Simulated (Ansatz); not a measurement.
`C=[CH][Zn][CH]=C` + `N[SiH3]` → `C=CN[SiH3]` + `C=[CH][ZnH]`  (substitution at a C–Zn bond)

Computed with Ansatz on PBE0-D4/def2-TZVP structures; ΔE is electronic, products minus reactants. CCSD(T)/CBS is the MP2 limit (def2-TZVPP, def2-QZVPP) plus CCSD(T) − MP2 in def2-TZVPP, frozen cores. This one scheme is used for every species. For Zn outer-core shells are correlated without core-valence functions, which leaves a few kJ/mol of doubt a bond. Scalar relativity is left out up to krypton. Each species was taken in one conformer, which may not be the lowest.

```tsv
species	SCS-MP2/def2-TZVPP energy (Eh)
`C=[CH][Zn][CH]=C`	-1933.85528
`N[SiH3]`	-346.71306
`C=CN[SiH3]`	-423.92644
`C=[CH][ZnH]`	-1856.63112
```

Problem. Work out ΔE.

Solution. ΔE = (-423.92644) + (-1856.63112) − (-1933.85528) − (-346.71306) = 0.01078 Eh = +28.3 kJ/mol. CCSD(T)/CBS gives +28.7 kJ/mol.

Problem. What do rigid-rotor, harmonic-oscillator terms from PBE0-D4/def2-TZVP frequencies (298.15 K, 1 bar) make of the CCSD(T)/CBS value? (Best estimate.)

Solution. Ansatz gave: ΔZPE = -3.9 kJ/mol, ΔH = +22.3 kJ/mol, ΔS = -16 J/(mol·K), ΔG = +27.0 kJ/mol. Modes under 50 cm⁻¹ make the entropy rough.

Largest T1 diagnostic among the species: 0.015.

Leaving LDA and LC-ωPBE aside and taking each functional with its dispersion term where it has one, the values, not all of them listed here, spread over 14.1 kJ/mol, from B97M-V to B2PLYP. LDA lies −13.4 kJ/mol from PBE without D4. In def2-TZVPP, CCSD(T) changes the Hartree–Fock value by +10.4 kJ/mol (the triples alone add +0.8 kJ/mol) and MP2 by +13.7 kJ/mol.
